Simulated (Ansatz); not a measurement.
`[CH3][Ta]([F])(=[S])[Cl]` + NH₃ → `[NH2][Ta]([F])(=[S])[Cl]` + CH₄ at 298.15 K and 1 bar (ligand exchange at a Ta–C bond).

Gas-phase electronic energies from Ansatz, PBE0-D4/def2-TZVP geometries. CBS: MP2 limit from def2 TZ/QZ plus the TZ coupled-cluster correction, frozen cores. This one scheme is used for every species. Elements past krypton have def2 core potentials. For Ta outer-core shells are correlated without core-valence functions, which leaves a few kJ/mol of doubt a bond. Each species was taken in one conformer, which may not be the lowest.

| species | CCSD(T)/CBS energy (Eh) | H − E (kJ/mol) | S (J/(mol·K)) |
| --- | --- | --- | --- |
| `[CH3][Ta]([F])(=[S])[Cl]` | -1054.28407 | 128.0 | 381.0 |
| NH₃ | -56.50880 | 100.5 | 192.4 |
| `[NH2][Ta]([F])(=[S])[Cl]` | -1070.37365 | 102.1 | 370.4 |
| CH₄ | -40.46206 | 127.4 | 186.2 |

H − E and S are ideal-gas, rigid-rotor, harmonic terms from PBE0-D4/def2-TZVP, for one conformer and one mirror image of each species. 1 Eh = 2625.50 kJ/mol, R = 8.31446 J/(mol·K).

Q: By hand: ΔE, ΔH, ΔS and ΔG.

A: ΔE = (-1070.37365) + (-40.46206) − (-1054.28407) − (-56.50880) = -0.04284 Eh = -112.5 kJ/mol. Δ(H − E) = 102.1 + 127.4 − 128.0 − 100.5 = 1.0, so ΔH = -111.5 kJ/mol. ΔS = 370.4 + 186.2 − 381.0 − 192.4 = -16.8 J/(mol·K). ΔG = -111.5 − 298.15 × (-16.8)/1000 = -106.5 kJ/mol.

Q: By hand: the equilibrium constant, and the temperature at which ΔG would vanish if ΔH and ΔS stayed fixed.

A: log₁₀ K = −ΔG/(RT ln 10) = 18.7. ΔG = 0 at ΔH/ΔS = 6637 K, far beyond where these terms or the molecules hold.

ΔH outweighs TΔS. A doubt of 5 kJ/mol in ΔE shifts log₁₀ K by 0.9 here. Other conformers and mirror images would add mixing entropy, several J/(mol·K) or more a flexible species. These are equilibria of isolated gas molecules and say nothing of rates. Largest T1 diagnostic: 0.020 (customary marks: 0.02 for closed shells, 0.045 for open ones).
